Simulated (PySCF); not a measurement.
# `C=C(C)C#C[SiH-]O`, [C₅H₇OSi]-, charge -1

Geometry:
```tsv
atom	x (Å)	y (Å)	z (Å)
C1	-1.849	1.382	0.752
C2	-1.238	0.203	0.476
C3	-2.031	-1.086	0.488
C4	0.113	0.076	0.179
C5	1.327	-0.099	0.077
Si6	2.894	-0.316	-0.840
O7	3.995	0.894	-0.418
H8	-2.903	1.436	0.986
H9	-1.304	2.312	0.749
H10	-3.071	-0.900	0.759
H11	-1.603	-1.792	1.204
H12	-2.004	-1.561	-0.495
H13	3.496	-1.536	-0.177
H14	4.178	0.986	0.518
```

Total charge -1.

The calculation used PySCF, TDDFT mPW1PW91/6-311G** excited states, vertical, IEF-PCM toluene (non-equilibrium response). Geometry: GFN2-xTB.

Singlets 4 and 5 lie within 0.01 eV of each other, so their separate moments and overlaps can depend on how they mix.

Problem. How strongly do the lowest singlets absorb one photon, and two photons of half the energy?

Solution. δ for parallel linear polarisation; σ at the peak of a Lorentzian of half width 0.1 eV, single beam; Ω is circular over linear.
```csv
state,E (eV),f,photon λ (nm),δ (au),σ (GM),Ω,main
S1,2.98,0.541,831,4910,15.99,0.78,HOMO→LUMO 0.94
S2,3.34,0.068,742,1510,6.20,0.69,HOMO→LUMO+1 0.95
S3,4.62,0.024,537,331,2.59,1.19,HOMO→LUMO+2 0.96
S4,5.01,0.033,494,4440,40.89,1.01,"HOMO→LUMO+3 0.65, HOMO−2→LUMO 0.28"
S5,5.02,0.006,494,1340,12.39,1.36,"HOMO−2→LUMO 0.68, HOMO→LUMO+3 0.27"
```

Among these, the strongest one-photon state is S1, the strongest two-photon state S4.
